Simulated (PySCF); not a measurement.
PySCF input file for CH5N2S, SMILES NC([NH3+])=S, charge +1, B3LYP-D3(BJ)/def2-SVP. Coordinates come from a B3LYP-D3(BJ)/def2-SVP optimisation. The isomer is the one that the SMILES or the coordinates give; other isomers of the formula were not compared. One conformer was computed; it need not be the lowest.

```python
import numpy as np
from pyscf import gto, scf, dft
from pyscf.hessian import thermo

mol = gto.M(
    atom='''
    N     1.24588015   -0.97615329   -0.00000000
    C     0.14424716   -0.21749605   -0.00000000
    N    -1.11813166   -1.09777244    0.00000000
    S    -0.05434158    1.38559507    0.00000000
    H     1.25616471   -1.99195212    0.00000000
    H     2.14719603   -0.50365422    0.00000000
    H    -1.92466638   -0.45350818   -0.00000001
    H    -1.18447571   -1.69897509    0.83856892
    H    -1.18447571   -1.69897509   -0.83856891
    ''',
    basis='def2-SVP',
    charge=1,
    spin=0,
    max_memory=1600,
    verbose=3,
)
mf = dft.RKS(mol, xc='b3lyp').density_fit(auxbasis='def2-universal-jkfit')
mf.disp = 'd3bj'
mf.grids.level = 3
mf.conv_tol = 1e-11
mf.max_cycle = 100
mf.kernel()

# [left out here: the lines that compute and print the analytic Hessian (its translational invariance restored by hand, since the grid's response is missing), thermochemistry and intensities]
```

Log of the run:

```
converged SCF energy = -548.339555244031

WARN: DFTD3 does not support analytical Hessian, using finite difference


WARN: Mole.unit (angstrom) is changed to Bohr

Mode                                 0                   1                   2
Irrep
Freq [cm^-1]                      144.8886            317.4550            380.6170
Reduced mass [au]                   1.0458              1.2161              3.5039
Force const [Dyne/A]                0.0129              0.0722              0.2991
Char temp [K]                     208.4624            456.7471            547.6231
Normal mode                   x     y     z       x     y     z       x     y     z
       0   N                -0.00 -0.00 -0.04    0.00  0.00 -0.09   -0.08  0.04 -0.00
       1   C                -0.00  0.00 -0.02    0.00 -0.00  0.07   -0.08  0.04 -0.00
       2   N                 0.00  0.00 -0.00   -0.00  0.00 -0.02   -0.00 -0.15 -0.00
       3   S                -0.00  0.00  0.02   -0.00 -0.00  0.00    0.07  0.05  0.00
       4   H                -0.00 -0.00  0.01    0.00  0.00  0.87   -0.08  0.04  0.00
       5   H                -0.00 -0.00 -0.02    0.00  0.00 -0.11   -0.08  0.04  0.00
       6   H                -0.00 -0.00 -0.54    0.00  0.00 -0.03   -0.15 -0.34  0.00
       7   H                -0.23  0.44  0.30   -0.08 -0.07 -0.07    0.13 -0.16 -0.00
       8   H                 0.23 -0.44  0.30    0.08  0.07 -0.07    0.13 -0.16  0.00
Mode                                 3                   4                   5
Irrep
Freq [cm^-1]                      434.7165            517.9243            592.7226
Reduced mass [au]                   2.8488              2.0505              1.3023
Force const [Dyne/A]                0.3172              0.3241              0.2696
Char temp [K]                     625.4602            745.1777            852.7958
Normal mode                   x     y     z       x     y     z       x     y     z
       0   N                -0.06 -0.13  0.00   -0.00 -0.00 -0.01   -0.00 -0.00 -0.10
       1   C                 0.06  0.05 -0.00   -0.00  0.00  0.21    0.00  0.00  0.09
       2   N                 0.10  0.00 -0.00    0.00 -0.00 -0.01   -0.00 -0.00  0.02
       3   S                -0.05  0.06 -0.00    0.00  0.00 -0.03    0.00  0.00 -0.02
       4   H                -0.30 -0.13  0.00   -0.00 -0.00 -0.35   -0.00 -0.00 -0.14
       5   H                 0.07 -0.37  0.00   -0.00 -0.00 -0.40    0.00 -0.00  0.85
       6   H                 0.05 -0.07  0.00   -0.00 -0.00 -0.18    0.00 -0.00 -0.03
       7   H                 0.16 -0.00 -0.00   -0.22 -0.09 -0.09   -0.05 -0.03 -0.01
       8   H                 0.16 -0.00  0.00    0.22  0.09 -0.09    0.05  0.03 -0.01
Mode                                 6                   7                   8
Irrep
Freq [cm^-1]                      656.5754            895.2769            986.8083
Reduced mass [au]                   4.4662              2.9442              1.3723
Force const [Dyne/A]                1.1344              1.3904              0.7873
Char temp [K]                     944.6658           1288.1041           1419.7975
Normal mode                   x     y     z       x     y     z       x     y     z
       0   N                -0.09  0.04  0.00    0.03 -0.10 -0.00   -0.05  0.05  0.00
       1   C                -0.12 -0.04  0.00   -0.07 -0.14 -0.00   -0.02 -0.03 -0.00
       2   N                 0.14  0.10 -0.00    0.03 -0.00  0.00    0.08 -0.08  0.00
       3   S                 0.01 -0.06 -0.00   -0.01  0.09  0.00    0.01  0.01  0.00
       4   H                 0.01  0.04  0.00    0.44 -0.10 -0.00   -0.23  0.06 -0.00
       5   H                -0.15  0.13  0.00   -0.14  0.24  0.00    0.01 -0.07  0.00
       6   H                 0.05 -0.01  0.00    0.08  0.08 -0.00    0.48  0.42 -0.00
       7   H                 0.24  0.08 -0.00   -0.03 -0.00  0.00   -0.34  0.02  0.04
       8   H                 0.24  0.08  0.00   -0.03 -0.00 -0.00   -0.34  0.02 -0.04
Mode                                 9                  10                  11
Irrep
Freq [cm^-1]                      994.2211           1197.4535           1433.0207
Reduced mass [au]                   1.4106              2.0494              1.1842
Force const [Dyne/A]                0.8215              1.7314              1.4328
Char temp [K]                    1430.4628           1722.8689           2061.7978
Normal mode                   x     y     z       x     y     z       x     y     z
       0   N                 0.00 -0.00  0.01    0.11  0.04  0.00    0.01 -0.00  0.00
       1   C                 0.00  0.00 -0.11   -0.13 -0.10 -0.00   -0.00 -0.00 -0.00
       2   N                -0.00  0.00  0.11   -0.01  0.02  0.00    0.09  0.06  0.00
       3   S                -0.00 -0.00  0.01    0.00  0.02 -0.00   -0.00 -0.00 -0.00
       4   H                 0.00 -0.00 -0.00   -0.35  0.04 -0.00   -0.04 -0.00 -0.00
       5   H                -0.00  0.00  0.04    0.35 -0.42  0.00   -0.02  0.04  0.00
       6   H                -0.00 -0.00 -0.26   -0.08 -0.06  0.00   -0.31 -0.44  0.00
       7   H                -0.43 -0.31 -0.15    0.07 -0.01 -0.01   -0.46 -0.16 -0.18
       8   H                 0.43  0.31 -0.15    0.07 -0.01  0.01   -0.46 -0.16  0.18
Mode                                12                  13                  14
Irrep
Freq [cm^-1]                     1509.1085           1573.7855           1602.5856
Reduced mass [au]                   2.0620              1.0551              1.0446
Force const [Dyne/A]                2.7667              1.5398              1.5806
Char temp [K]                    2171.2711           2264.3269           2305.7638
Normal mode                   x     y     z       x     y     z       x     y     z
       0   N                 0.04 -0.04 -0.00    0.03 -0.02 -0.00   -0.00  0.00 -0.00
       1   C                -0.12  0.15  0.00    0.01 -0.02  0.00    0.00 -0.00  0.01
       2   N                 0.03 -0.03  0.00    0.02 -0.04  0.00   -0.00  0.00  0.05
       3   S                 0.00 -0.02  0.00   -0.00  0.00  0.00   -0.00  0.00  0.00
       4   H                 0.47 -0.06  0.00   -0.28 -0.01  0.00    0.00  0.00  0.02
       5   H                 0.17 -0.30 -0.00   -0.11  0.25 -0.00    0.00 -0.00 -0.01
       6   H                 0.05  0.00 -0.00   -0.17 -0.27 -0.00    0.00  0.00 -0.72
       7   H                -0.12  0.14  0.11   -0.09  0.47  0.34    0.43 -0.17 -0.06
       8   H                -0.12  0.14 -0.11   -0.09  0.47 -0.34   -0.43  0.17 -0.06
Mode                                15                  16                  17
Irrep
Freq [cm^-1]                     1649.4432           3333.5108           3431.4294
Reduced mass [au]                   1.7483              1.0295              1.0957
Force const [Dyne/A]                2.8024              6.7405              7.6013
Char temp [K]                    2373.1816           4796.1798           4937.0630
Normal mode                   x     y     z       x     y     z       x     y     z
       0   N                 0.10 -0.08  0.00   -0.00  0.00  0.00    0.00  0.00 -0.00
       1   C                -0.09  0.10  0.00   -0.00 -0.00 -0.00   -0.00 -0.00  0.00
       2   N                -0.00  0.00  0.00   -0.03 -0.03  0.00   -0.00  0.00 -0.08
       3   S                 0.00 -0.01 -0.00   -0.00  0.00 -0.00   -0.00  0.00 -0.00
       4   H                -0.43 -0.08  0.00   -0.00 -0.02  0.00    0.00 -0.00  0.00
       5   H                -0.17  0.45 -0.00    0.01  0.01  0.00    0.00 -0.00  0.00
       6   H                 0.13  0.16 -0.00    0.38 -0.31  0.00    0.00 -0.00 -0.01
       7   H                 0.03 -0.15 -0.11    0.03  0.34 -0.50   -0.03 -0.39  0.55
       8   H                 0.03 -0.15  0.11    0.03  0.34  0.50    0.03  0.39  0.55
Mode                                18                  19                  20
Irrep
Freq [cm^-1]                     3438.4934           3542.1135           3659.7485
Reduced mass [au]                   1.0951              1.0479              1.1066
Force const [Dyne/A]                7.6288              7.7464              8.7326
Char temp [K]                    4947.2264           5096.3127           5265.5632
Normal mode                   x     y     z       x     y     z       x     y     z
       0   N                -0.00 -0.00 -0.00   -0.05  0.03 -0.00   -0.04 -0.07  0.00
       1   C                 0.00  0.00  0.00    0.00 -0.00 -0.00   -0.00  0.00  0.00
       2   N                 0.04 -0.06 -0.00    0.00  0.00  0.00    0.00 -0.00 -0.00
       3   S                 0.00 -0.00 -0.00    0.00 -0.00  0.00    0.00  0.00 -0.00
       4   H                -0.00 -0.00  0.00   -0.00 -0.69  0.00    0.00  0.67 -0.00
       5   H                 0.00  0.00  0.00    0.61  0.32 -0.00    0.60  0.31  0.00
       6   H                -0.65  0.51 -0.00   -0.01  0.01  0.00    0.00  0.00 -0.00
       7   H                 0.02  0.19 -0.27   -0.00 -0.01  0.01   -0.00  0.00 -0.00
       8   H                 0.02  0.19  0.27   -0.00 -0.01 -0.01   -0.00  0.00  0.00
temperature 298.1500 [K]
pressure 101325.00 [Pa]
Rotational constants [GHz] 9.39928 4.88010 3.27124
Symmetry number 1
Zero-point energy (ZPE) 0.07357 [Eh]   193148.444 [J/mol]
                           tot       elec      trans        rot        vib
Entropy [J/mol/K]       300.942      0.000    162.941    105.330     32.671
Cv [J/mol/K]             72.793      0.000     12.472     12.472     47.849
Cp [J/mol/K]             81.107      0.000     20.786     12.472     47.849
Internal energy [J/mol]                      3718.434   3718.434 199272.135
Internal energy [Eh]   -548.26082  -548.33956
Enthalpy [J/mol]                             6197.391   3718.434 199272.135
Enthalpy [Eh]          -548.25988
Gibbs free energy [J/mol]                  -42383.363 -27685.834 189531.383
Gibbs free energy [Eh] -548.29405
mode   freq/cm-1   IR/(km/mol)
   1      144.89         2.266
   2      317.45        68.360
   3      380.62         5.386
   4      434.72         4.240
   5      517.92        95.083
   6      592.72        63.723
   7      656.58        16.627
   8      895.28        30.626
   9      986.81         0.864
  10      994.22         6.302
  11     1197.45        65.452
  12     1433.02       177.234
  13     1509.11       167.577
  14     1573.79        84.028
  15     1602.59        43.262
  16     1649.44       253.322
  17     3333.51        53.550
  18     3431.43       127.822
  19     3438.49       113.065
  20     3542.11       193.550
  21     3659.75       120.672
max |gradient| / (hartree/bohr): 5.410456403060059e-05
APT charges: [-0.7325  1.036  -0.3479 -0.2814  0.2844  0.285   0.2745  0.2409  0.2409]
```

Self-consistency was reached.
